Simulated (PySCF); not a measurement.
**Co²⁺: excitation energy**

Co²⁺ [Ar] 3d7 (4F) → Co²⁺ [Ar] 3d6 4s1 (6D), as a difference of total energies. Computed with PySCF 2.14 in aug-cc-pVTZ-DK (8s7p5d3f2g, 93 functions), with the spin-free X2C one-electron Hamiltonian (Gaussian nucleus). Correlated levels: valence: [Ar] frozen. The calculations carry no spin-orbit coupling.

```json
{"method": "UHF", "excitation energy (eV)": "4.369"}
{"method": "LDA", "excitation energy (eV)": "5.653"}
{"method": "PBE", "excitation energy (eV)": "5.669"}
{"method": "PBE0", "excitation energy (eV)": "5.566"}
{"method": "r2SCAN", "excitation energy (eV)": "5.548"}
{"method": "LC-wPBE", "excitation energy (eV)": "6.003"}
{"method": "r2SCANh", "excitation energy (eV)": "5.512"}
{"method": "B3LYP", "excitation energy (eV)": "5.678"}
{"method": "HSE06", "excitation energy (eV)": "5.514"}
{"method": "MP2 (valence)", "excitation energy (eV)": "5.651"}
{"method": "SCS-MP2 (valence)", "excitation energy (eV)": "6.010"}
```

Q: How much does correlation contribute at MP2 (valence)?

A: 5.651 − (4.369) = 1.282 eV, measured against UHF.

A first-order spin-orbit estimate (lowest level to lowest level, LS coupling) adds 0.027 eV.
